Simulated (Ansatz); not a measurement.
Reaction (ligand exchange at the Si–O bond): `[AlH2][NH][SiH2]O[SiH3]` + `O[SiH](O)Br` → `O[SiH](Br)O[SiH3]` + `O[SiH2][NH][AlH2]`

Computed with Ansatz on PBE0-D4/def2-TZVP structures; ΔE is electronic, products minus reactants. CCSD(T)/CBS is the MP2 limit (def2-TZVPP, def2-QZVPP) plus CCSD(T) − MP2 in def2-TZVPP, frozen cores. DFT in def2-TZVPP. B3LYP here is the variant with VWN-RPA as its local correlation; programs differ in this. For Br outer-core shells are correlated without core-valence functions, which leaves a few kJ/mol of doubt a bond. Scalar relativity is left out up to krypton. Each species was taken in one conformer, which may not be the lowest.

`[AlH2][NH][SiH2]O[SiH3]`:

Cartesian coordinates in Å:
```
Al -0.445 -2.736 0.886
N -0.797 -0.987 0.797
Si -0.873 0.019 -0.589
O 0.496 0.883 -0.837
Si 1.355 2.221 -0.474
H -0.439 -3.410 2.319
H -0.167 -3.502 -0.467
H -0.962 -0.515 1.677
H -1.049 -0.858 -1.769
H -1.992 0.989 -0.451
H 0.451 3.317 -0.033
H 2.104 2.654 -1.679
H 2.317 1.925 0.620
```

`O[SiH](O)Br`:

Z-matrix (Å, degrees):
```
Si
O 1 1.631
Br 1 2.230 2 107.4
O 1 1.621 2 109.9 3 -121.9
H 1 1.469 2 113.6 3 119.3
H 2 0.958 1 117.9 3 -25.3
H 4 0.959 1 118.6 2 53.3
```

`O[SiH](Br)O[SiH3]`:

```xyz
10

O     0.303   -2.267    0.953
Si    0.484   -1.226   -0.280
Br   -1.228   -1.422   -1.692
O     0.535    0.312    0.210
Si   -0.171    1.795    0.106
H    -0.538   -2.309    1.411
H     1.730   -1.593   -0.964
H    -1.541    1.742    0.676
H    -0.236    2.232   -1.310
H     0.663    2.735    0.890
```

`O[SiH2][NH][AlH2]`:

Cartesian coordinates in Å:
```
O 1.718 -1.364 0.333
Si 1.069 0.032 -0.259
N -0.391 0.378 0.562
Al -2.066 0.287 -0.048
H 2.666 -1.476 0.247
H 0.724 -0.102 -1.698
H 2.081 1.114 -0.084
H -0.279 0.615 1.540
H -2.293 -0.120 -1.558
H -3.229 0.635 0.967
```

```tsv
level	ΔE (eV)
B97M-V	0.02
PBE0-D4	0.02
B3LYP-D4	0.02
ωB97X-V	0.01
ωB97M-V	0.02
PBE	0.03
r2SCAN	0.02
r2SCANh	0.02
```

(1) What does CCSD(T)/CBS give? (An estimate is asked.)

Largest T1 diagnostic among the species: 0.012.

Results:

(1) The calculation gave: +0.01 eV. The listed levels differ from it by 0.01, 0.01, 0.01, 0.00, 0.01, 0.02, 0.01, 0.01 eV.

Leaving LDA and LC-ωPBE aside and taking each functional with its dispersion term where it has one, the values, not all of them listed here, spread over 0.02 eV, from BHLYP-D4 to revPBE-D4.
